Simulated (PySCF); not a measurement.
Start geometry of `FB(F)C1=CC/1=C\Cl` from GFN2-xTB (Å):
```
atom  x, y, z in Å
F1    -2.1050   -1.7991   -0.5430
B2    -1.9941   -0.4687   -0.5201
F3    -3.1032    0.2131   -0.8108
C4    -0.6394    0.2270   -0.1830
C5     0.0402    1.3345   -0.0058
C6     0.7469    0.1199    0.1884
C7     1.8311   -0.5872    0.4719
Cl8    3.3434    0.1919    0.8578
H9     0.0742    2.4101    0.0302
H10    1.8564   -1.6626    0.4932
```

Task: What comes out of this run: PBE0-D3(BJ)/def2-SVP geometry optimisation, gas phase in PySCF?

Result: 
```
atom  x, y, z in Å
F1    -2.049   -1.846   -0.675
B2    -1.981   -0.539   -0.554
F3    -3.075    0.161   -0.766
C4    -0.663    0.168   -0.177
C5    -0.010    1.312    0.012
C6     0.741    0.122    0.203
C7     1.863   -0.521    0.504
Cl8    3.320    0.329    0.913
H9    -0.043    2.400    0.008
H10    1.947   -1.607    0.511
```

The energy falls by 0.058 eV over 13 energy and gradient evaluations, the largest force component goes from 0.0315 to 3.9e-04 Eh/bohr, and the atoms move by 0.052 Å rms after alignment. The bond that changes most is F1–B2 (boron-bound fluorine to three-coordinate boron), which shortens by 0.021 Å. Bonds longer at the end by more than 0.005 Å: 4 of 10; shorter: 4. Among the angles that change most is F3–B2–C4, from 122.8° to 120.4°. Rotational constants go from 5604, 621.5, 559.4 to 5683, 621.5, 560.4 MHz. The orientation of the end geometry is arbitrary; only internal coordinates are fixed.

The run used 126 basis functions and 86 SCF cycles in all.

Whether it is a minimum is left open (no frequencies). The numbers are those of one conformer.
